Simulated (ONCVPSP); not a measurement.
**F (Z = 9), ONCV: configuration errors across variants**

F, optimised norm-conserving Vanderbilt (ONCV), made with ONCVPSP 4.0.1 (PBEsol, scalar-relativistic). Core none, reference 1s2 2s2 2p5. Waves: 1s+2s: rc 0.40 bohr, ncon 4, nbas 7, qcut 36.3 1/bohr, 2 projectors; 2p: rc 1.35 bohr, ncon 3, nbas 7, qcut 8.8 1/bohr, 1 projector. Local part: polynomial inside 0.30 bohr (lpopt 3, dvloc0 0 Ha). Core correction: none.

All-electron excitation energies from the reference (eV): (1) 1s2 2s2 2p4 19.317; (2) 1s2 2s2 2p3 57.595; (3) 1s2 2s2 2p2 118.084; (4) 1s1 2s2 2p5 705.720.

3 further variants failed, have other tests or another functional or relativity, and are left out.

The file “s: nproj 4” misses its own reference levels by 0.8 eV.

Errors AE − PS in meV (a dash: test not solved or not reliable):

| change | (1) | (2) | (3) | (4) | bound ghosts | GHOST(+) flags above zero |
| --- | --- | --- | --- | --- | --- | --- |
| base | +22 | +236 | +1020 | +879 | none | p |
| s: nproj 4 | +21 | +232 | +1010 | -47 | none | s, p |
| p: rc 1.24 | +18 | +180 | +797 | +922 | none | p |
| p: qcut 7.5 | +31 | +335 | +1407 | +906 | none | p |

Problem. Give the same row for: local potential polynomial inside 0.35 bohr (lpopt 5, dvloc0 6 Ha).

Solution. +21, +231, +999, +57; bound ghosts: none; GHOST(+) flags above zero: none.
